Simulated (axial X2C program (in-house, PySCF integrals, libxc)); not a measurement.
Potential curves of TeSe⁻, scalar-relativistic

Calculated with an in-house all-electron X2C program for linear molecules (integrals from PySCF). Spin-free means the one-electron spin-free X2C Hamiltonian. Basis: Te dyall-acv3z [12s13p9d5f1g], Se dyall-acv3z [9s10p7d5f1g] (cores contracted in-house); Gaussian nuclei, density fitting, unrestricted open shells. Masses: Te 129.906 u, Se 79.917 u.

State: M_S = 1/2, Λ = 1 (beyond evenly filled blocks: π+α, π+β, π-α). Energies in eV from the fragments at the same level (Te + Se-). Fits are polynomials in 1 − R0/R over 0.85 to 1.23 times the lowest point R0.

```json
{"R (Å)": "2.2513", "PW91": "-2.9919"}
{"R (Å)": "2.3256", "PW91": "-3.2741"}
{"R (Å)": "2.3998", "PW91": "-3.4294"}
{"R (Å)": "2.4740", "PW91": "-3.4895"}
{"R (Å)": "2.5606", "PW91": "-3.4712"}
{"R (Å)": "2.6472", "PW91": "-3.3852"}
{"R (Å)": "2.7585", "PW91": "-3.2095"}
```

One determinant describes the state; a PBE0 search over occupations chose it and may have missed a lower one. De is counted from the lowest determinant-based energies of the atoms at the same level, without counterpoise correction. The functionals have no current-density term, which raises determinants with orbital currents, atoms included. The highest occupied level of some functionals is positive through self-interaction error; at Hartree–Fock it is bound. Spin-free De lacks the spin–orbit lowering of the heavy p-block atom, a tenth of an eV or more for 4p and 5p, up to an eV for 6p and one to two eV for 7p atoms, less what an open-shell molecule gains itself.

(1) What are Re, ωe and De at the PW91 level?

Answers

(1) At PW91, spin-free: Re = 2.497 Å, ωe ≈ 253 cm⁻¹, De = 3.49 eV to Te + Se-; Be follows as 0.0546 cm⁻¹.
